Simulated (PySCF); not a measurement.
Molecule: SMILES OC[SiH2]B, singlet. Atoms near the plane z = 0.6 Å, at the GFN2-xTB optimised geometry (x, y, z in Å): Si2 (1.0, -0.2, 0.0), C3 (-0.9, -0.2, 0.0), O4 (-1.4, 1.2, 0.0), H7 (1.4, -1.6, 0.2), H8 (1.4, 0.4, 1.3), H9 (-1.3, -0.7, 0.8), H11 (-1.1, 1.6, 0.8).

Method: PBE/def2-TZVP (PySCF). The values are rescaled to run from 0 to 1.

```
|:::::::::::::::::::::::::::::|
|:::::::::::--::::::::::::::::|
|:::::::::------::::::::::::::|
|::::::::--------:::::::::::::|
|::.::::--====----::::::::::::|
|.....::-=+**+=----:::::::::::|
|......:=*@@@#+=---:::::::::::|
|......:+@@@@@*+=---::::::::::|
|...   :#@@@@@%+===--:::::::::|
|...   :@@@@@@%*+++==--:::::::|
|...   .@@@@@@%##%%%#+=--:::::|
|...   .*@@@@@%%@@@@@@*=---:::|
|...   .=@@@@@@@@@@@@@@*=----:|
|......:=@@@@@@@@@@@@@@%+=---:|
|:....:-+@@@@@@@@@@@@@@@*=---:|
|::::::-#@@@@@@@@@@@@@@@*=---:|
|:::::-=%@@@@@@@@@@@@@@%+=--::|
|:::::-=#@@@@@@@@@@@@@@*=--:::|
|:::::-=*@@@@%*#@@@@@@#=--::::|
|:::::--=*%%*+==+#@@@@*-::::::|
|:::::---====---=+%@@@*-::::::|
|::::::-----------+@@%+-::::::|
|:::::::------::::-=+=-:::::::|
|:::::::::--:::::::---::::::::|
|:::::::::::::::::::::::::::::|
|:::::::::::::::::::::::::::::|
|:::::::::::::::::::::::::::::|
|:::::::::::::::::::::::::::::|
|:::::::::::::::::::::::::::::|
```
Scale: ten equal steps from 0.000 (start of ' ') to 1.00 (end of '@'), in the order ' .:-=+*#%@'; x runs from -4.00 to 4.00, y from -4.00 (bottom) to 4.00 (top).

Task: Which quantity is mapped?
A. deformation density (molecule minus spherical neutral atoms)
B. log10 of the electron density
C. Laplacian of the electron density
D. electrostatic potential

Result: D, electrostatic potential. In full: electrostatic potential (hartree/e), clipped to [-0.08, 0.12].
